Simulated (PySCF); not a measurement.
Ligands exchanged one at a time, Al SiH3-I. Gas-phase values, no solvent. Strings in code marks are SMILES.

Method: B3LYP-D3(BJ)/def2-TZVP in PySCF. B3LYP has the VWN-RPA correlation part, as in Gaussian. Excitations are Tamm–Dancoff values on a coarser integration grid. The basis has no diffuse functions, so Rydberg states are missing or too high.

| species | S1–T1 gap (TDA) (eV) | T1 excitation (TDA) (eV) |
|---|---|---|
| 0 of 3 SiH3 replaced by I (`[SiH3][Al]([SiH3])[SiH3]`) | 0.51 | 2.86 |
| 1 of 3 SiH3 replaced by I | 0.41 | 2.99 |
| 2 of 3 SiH3 replaced by I | 0.41 | 3.77 |
| 3 of 3 SiH3 replaced by I (`[I][Al]([I])[I]`) | 0.27 | 4.11 |
